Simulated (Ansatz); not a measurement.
The lowest singlet and triplet of H3NSi (SMILES [N][SiH3]); geometries from B3LYP-D3(BJ)/def2-TZVP, each state relaxed from the structure named, with no frequency check, low spin by broken symmetry.
Singlet (charge 0, multiplicity 1):
```xyz
5

N      1.3127    -0.0078    -0.1486
Si    -0.4565     0.0027     0.0517
H     -0.9337     1.4073     0.0232
H     -0.7953    -0.6243     1.3529
H     -1.0692    -0.7663    -1.0594
```

A positive gap puts the triplet lower; no zero-point energy. R- takes a restricted singlet, here one determinant of a half-filled degenerate or near-degenerate pair, which mixes singlet states. U- takes an unrestricted singlet (broken symmetry where lower, unprojected). The triplet is unrestricted in single-reference levels. Active spaces average the two states.

Frozen-core correlation.

Codes used: Ansatz (a quantum-chemistry and plane-wave program) with Gaussian orbitals. Values without a source in brackets are computed.

```
level                                       gap E(singlet) − E(triplet), vertical, at the singlet's geometry (kcal/mol)
------------------------------------------  ---------------------------------------------------------------------------
U-SVWN5/def2-TZVPP (spin-contaminated)                                                                            14.36
R-B3LYP/def2-TZVPP                                                                                                43.47
U-B3LYP/def2-TZVPP (spin-contaminated)                                                                            11.03
R-B2PLYP/def2-TZVPP                                                                                               44.63
R-MP2/cc-pV(Q+d)Z                                                                                            (withheld)
R-CCSDT/cc-pV(D+d)Z                                                                                               37.42
SA-CASSCF(2,2)/cc-pV(T+d)Z                                                                                        38.05
SA-CASSCF(2,2)/cc-pV(Q+d)Z                                                                                        37.73
FIC-MRCISD+Q on SA-CASSCF(2,2)/cc-pV(T+d)Z                                                                   (withheld)
```

Problem. Complete the blanks.

Solution. 
- R-MP2/cc-pV(Q+d)Z, gap E(singlet) − E(triplet), vertical, at the singlet's geometry (kcal/mol): 46.20
- FIC-MRCISD+Q on SA-CASSCF(2,2)/cc-pV(T+d)Z, gap E(singlet) − E(triplet), vertical, at the singlet's geometry (kcal/mol): 33.56

Doubts at one or more of the structures used: a restricted determinant that unrestricted orbitals would lower (R-B3LYP/def2-TZVPP, R-B2PLYP/def2-TZVPP, R-MP2/cc-pV(Q+d)Z, R-CCSDT/cc-pV(D+d)Z); other coupled-cluster roots lie near (R-CCSDT/cc-pV(D+d)Z).
